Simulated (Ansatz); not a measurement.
A nudged elastic band was laid between two geometries of CH5ClSi + H2O (11 atoms, charge 0, multiplicity 1).

The calculation used UKS B3LYP/6-31G* (Ansatz).

* movable images: 4
* climbing image: no
* spring: 5.0 eV/Å²
* optimiser: quadratic models (default)
* start path: through a guess of the saddle point
* force threshold: 0.03 eV/Å
* iteration limit: 60
* end points: relaxed

First end point:

```xyz
11
Properties=species:S:1:pos:R:3
Si -0.115 -0.117 -1.010
C 0.220 -1.404 0.309
H -1.425 0.561 -0.856
H 0.976 0.875 -1.162
Cl -0.224 -1.096 -2.872
H 0.627 2.331 1.132
O -0.040 1.687 1.415
H 1.166 -1.921 0.116
H -0.577 -2.155 0.330
H 0.274 -0.916 1.286
H -0.882 2.156 1.312
```

Last end point:

```xyz
11
Properties=species:S:1:pos:R:3
Si -0.776 1.271 -1.671
C 0.905 -1.262 1.612
H -1.650 2.375 -2.106
H 0.633 1.454 -2.099
Cl -1.419 -0.471 -2.618
H 1.224 -0.236 1.828
O -0.933 1.178 -0.032
H 1.370 -1.931 2.342
H 1.223 -1.552 0.606
H -0.182 -1.350 1.699
H -0.394 0.525 0.438
```

**Question.** What changes between the two ends?

**Answer.** Bonds broken: Si1–C2, H6–O7. Bonds formed: Si1–O7, C2–H6. CH5ClSi + H2O becomes CH4 + ClH3OSi.

**Question.** Give the energies along the band, and the barrier.

**Answer.** It converged. The highest image is number 3 of 0 to 5, 0.139 eV above the first end and 1.231 eV above the last; the last end lies 1.092 eV below the first. Neighbouring images differ by up to 1.2 eV, so the band resolves the path poorly. No image climbed, so the highest image needn't sit at the top of the path. A band with more images between the same ends climbed to 2.11 eV, so this one has probably stepped over the top. The orbitals stay closed-shell, which can raise the energy where a bond breaks towards radicals; this wasn't checked here.

| image | path coordinate (Å) | energy (eV) | Si1–C2 (Å) | H6–O7 (Å) | Si1–O7 (Å) |
| --- | --- | --- | --- | --- | --- |
| 0 | 0.00 | 0.000 | 1.87 | 0.97 | 3.02 |
| 1 | 2.66 | 0.015 | 1.87 | 0.97 | 3.05 |
| 2 | 5.32 | 0.085 | 1.89 | 0.97 | 2.79 |
| 3 | 7.98 | 0.139 | 3.03 | 1.92 | 1.70 |
| 4 | 10.64 | -1.068 | 4.42 | 2.72 | 1.65 |
| 5 | 13.31 | -1.092 | 4.47 | 3.18 | 1.65 |

**Question.** What is the geometry of the highest image?

**Answer.** 
```xyz
11
Properties=species:S:1:pos:R:3
Si -0.532 0.852 -1.030
C 0.379 -1.197 1.013
H -1.981 0.841 -0.809
H 0.253 1.613 -2.000
Cl -0.380 -0.991 -2.103
H 0.400 -0.103 1.188
O -0.038 1.596 0.411
H 0.363 -1.623 2.005
H 1.260 -1.525 0.450
H -0.500 -1.588 0.489
H 0.778 2.123 0.388
```

Run time: 4 min on 2 threads of AMD EPYC 9R45 96-Core Processor (Zen 5), on a shared host, peak memory 0.26 GiB.
